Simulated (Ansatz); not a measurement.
`[OH][Al]([F])[F]` + HCl → `[F][Al]([F])[Cl]` + H₂O at 400 K and 1 bar (ligand exchange at the Al–O bond).

Isolated molecules relaxed with PBE0-D4/def2-TZVP in Ansatz; ΔE leaves out vibrations. CBS: MP2 limit from def2 TZ/QZ plus the TZ coupled-cluster correction, frozen cores. This one scheme is used for every species. One conformer a species, not always the lowest.

| species | CCSD(T)/CBS energy (Eh) | H − E (kJ/mol) | S (J/(mol·K)) |
| --- | --- | --- | --- |
| `[OH][Al]([F])[F]` | -517.59653 | 73.2 | 321.8 |
| HCl | -460.38127 | 29.6 | 195.4 |
| `[F][Al]([F])[Cl]` | -901.60711 | 39.6 | 318.8 |
| H₂O | -76.37941 | 69.8 | 198.6 |

H − E and S are ideal-gas, rigid-rotor, harmonic terms from PBE0-D4/def2-TZVP, for one conformer and one mirror image of each species. 1 Eh = 2625.50 kJ/mol, R = 8.31446 J/(mol·K).

Question: By hand: ΔE, ΔH, ΔS and ΔG.

Answer: ΔE = (-901.60711) + (-76.37941) − (-517.59653) − (-460.38127) = -0.00872 Eh = -22.9 kJ/mol. Δ(H − E) = 39.6 + 69.8 − 73.2 − 29.6 = 6.6, so ΔH = -16.3 kJ/mol. ΔS = 318.8 + 198.6 − 321.8 − 195.4 = 0.2 J/(mol·K). ΔG = -16.3 − 400 × (0.2)/1000 = -16.4 kJ/mol.

Question: By hand: the equilibrium constant, and the temperature at which ΔG would vanish if ΔH and ΔS stayed fixed.

Answer: log₁₀ K = −ΔG/(RT ln 10) = 2.1. ΔH and −TΔS have one sign here, so there is no such temperature.

The number of gas molecules stays the same, so ΔS is small and ΔH decides. A doubt of 5 kJ/mol in ΔE shifts log₁₀ K by 0.7 here. Other conformers and mirror images would add mixing entropy, several J/(mol·K) or more a flexible species. These are equilibria of isolated gas molecules and say nothing of rates. Largest T1 diagnostic: 0.013 (customary marks: 0.02 for closed shells, 0.045 for open ones).

ΔS is within the doubt of such terms, so its sign, and with it that verdict, could turn.
